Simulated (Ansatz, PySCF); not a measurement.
Species: SiF2, charge 0, multiplicity 1. 
Geometry from a B3LYP-D3(BJ)/def2-TZVP (Ansatz, a quantum-chemistry and plane-wave program) optimisation:
```
Si
F 1 1.6090
F 1 1.6090 2 100.76
```

Total electronic energies in hartree. Correlated levels leave the core frozen unless marked. No spin-orbit coupling. No relativistic terms. CBS(X,Y): correlation extrapolated as X^-3; Hartree-Fock from the larger set.

The Hartree-Fock reference is unstable (checked in the largest basis), which strains HF and MP2. 

| level | program | energy (Eh) |
|---|---|---|
| HF/STO-3G | Ansatz | -481.68359 |
| HF/def2-TZVPD | PySCF | -488.01153 |
| RI-HF/cc-pV(Q+d)Z | Ansatz | -488.02558 |
| BP86/def2-TZVPD | PySCF | ___ |
| PBE0-D4/def2-TZVP | Ansatz + dftd4 | -489.06117 |
| TPSSh-D4/def2-TZVPD | PySCF + dftd4 | -489.37894 |
| LC-wPBE/def2-TZVPD | Ansatz | ___ |
| MP2/aug-cc-pV(D+d)Z | Ansatz | -488.43036 |
| CCSD(T)/CBS(aug-cc-pV(T+d)Z,aug-cc-pV(Q+d)Z) | Ansatz | -488.7489 |

Question: Fill in the missing entries.

Answer: 
- BP86/def2-TZVPD, energy (Eh): -489.39989
- LC-wPBE/def2-TZVPD, energy (Eh): -489.16824
